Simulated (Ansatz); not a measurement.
`CO[SiH2]Cl` → `[SiH3]Cl` + `C=O` at 700 K and 1 bar (β-hydride elimination).

Calculated with Ansatz (gas phase, PBE0-D4/def2-TZVP geometries, no zero-point term in ΔE). CBS: MP2 limit from def2 TZ/QZ plus the TZ coupled-cluster correction, frozen cores. This one scheme is used for every species. Each species was taken in one conformer, which may not be the lowest.

```tsv
species	CCSD(T)/CBS energy (Eh)	H − E (kJ/mol)	S (J/(mol·K))
`CO[SiH2]Cl`	-865.17164	226.7	425.8
`[SiH3]Cl`	-750.69636	107.0	306.3
`C=O`	-114.39408	97.4	254.3
```

H − E and S are ideal-gas, rigid-rotor, harmonic terms from PBE0-D4/def2-TZVP, for one conformer and one mirror image of each species. 1 Eh = 2625.50 kJ/mol, R = 8.31446 J/(mol·K).

**Question.** By hand: ΔE, ΔH, ΔS and ΔG.

**Answer.** ΔE = (-750.69636) + (-114.39408) − (-865.17164) = 0.08120 Eh = 213.2 kJ/mol. Δ(H − E) = 107.0 + 97.4 − 226.7 = -22.3, so ΔH = 190.9 kJ/mol. ΔS = 306.3 + 254.3 − 425.8 = 134.8 J/(mol·K). ΔG = 190.9 − 700 × (134.8)/1000 = 96.5 kJ/mol.

**Question.** By hand: the equilibrium constant, and the temperature at which ΔG would vanish if ΔH and ΔS stayed fixed.

**Answer.** log₁₀ K = −ΔG/(RT ln 10) = -7.2. ΔG = 0 at ΔH/ΔS = 1416 K.

The number of gas molecules changes by +1, which sets the sign of ΔS. A doubt of 5 kJ/mol in ΔE shifts log₁₀ K by 0.4 here. Other conformers and mirror images would add mixing entropy, several J/(mol·K) or more a flexible species. These are equilibria of isolated gas molecules and say nothing of rates. Largest T1 diagnostic: 0.015 (customary marks: 0.02 for closed shells, 0.045 for open ones).
